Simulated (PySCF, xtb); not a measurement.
GaH, SMILES [GaH] (connectivity only; charge and spin as stated), neutral, multiplicity 1.

GFN2-xTB (xtb) at its own geometry gives an orbital gap of 3.96 eV and a dipole moment of 4.29 D.

The structure is a stationary point at PBE0-D3(BJ)/def2-TZVPD.

What does PBE0/def2-TZVPD (PySCF) give? (The exact figures need the calculation; the answer reports its results.)

gap 4.23 eV (levels -5.94 and -1.71 eV), dipole 0.38 D.
